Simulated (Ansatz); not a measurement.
Worked example: C3H8BF + C3H6F → C3H8B + C3H6F2

Species: C3H8BF `CCB(C)F`, singlet; C3H6F `C[CH]CF`, doublet; C3H8B `C[B]CC`, doublet; C3H6F2 `CC(F)CF`, singlet. A radical takes F: the energy is the difference in strength between the B–F bond broken and the C–F bond made.

Shapes, held fixed at every level: PBE0-D4/def2-TZVP. Flexible molecules stand in one conformer, not always the lowest. Programs: Ansatz 0.2.0. The zero-point and thermal change to 298 K, harmonic and unscaled (PBE0-D4/def2-TZVP), is +2.9 kJ/mol.

At CCSD(T)/CBS estimate; 1 Eh = 2625.50 kJ/mol:

| species | energy (Eh) |
| --- | --- |
| C3H8BF | -243.641368 |
| C3H6F | -217.489983 |
| C3H8B | -143.695643 |
| C3H6F2 | -317.346508 |

Problem. Work out ΔH(298 K) of the reaction at this level.

Solution. 
1. Products less reactants: (-143.695643) + (-317.346508) − [(-243.641368) + (-217.489983)] = 0.089200 Eh = +234.2 kJ/mol.
2. With the thermal change: +234.2 + (+2.9) = +237.1 kJ/mol.

Other levels give +230.1 (PBE-D4/def2-TZVPP) to +253.9 kJ/mol (HF/def2-SVP). No measured value is set beside it here. Open shells run unrestricted unless RO is named. The CBS estimate extrapolates MP2 from def2-TZVPP and def2-QZVPP and adds CCSD(T) − MP2 in the triple-zeta set, cores frozen.
